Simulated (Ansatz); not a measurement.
Z-matrix (Å, degrees):
```
Si
Si 1 2.357
B 1 1.989 2 102.1
H 1 1.489 2 108.4 3 -122.1
H 1 1.490 2 106.7 3 120.5
Si 2 2.338 1 110.0 3 -57.5
H 2 1.490 1 109.4 3 -178.7
H 2 1.490 1 109.7 3 62.8
H 3 1.196 1 120.7 2 85.8
H 3 1.195 1 121.1 2 -88.1
H 6 1.488 2 109.9 1 -56.8
H 6 1.488 2 111.6 1 -177.6
H 6 1.489 2 109.2 1 62.1
```

Charge 0, multiplicity 1.

**Question.** List the CAM-B3LYP/def2-TZVPP orbital energies in eV (Ansatz). (An estimate is asked.)

**Answer.** Computed: Occupied: -1800.88, -1800.85, -1800.56, -186.14, -145.49, -145.48, -145.21, -100.81, -100.81, -100.81, -100.80, -100.79, -100.79, -100.55, -100.53, -100.50, -18.12, -16.97, -15.67, -14.69, -12.07, -11.77, -11.42, -11.04, -10.92, -10.39, -9.65, -9.03. Lowest empty: -1.40, 0.92, 1.27, 1.31, 1.64, 1.91, 2.08, 2.51.
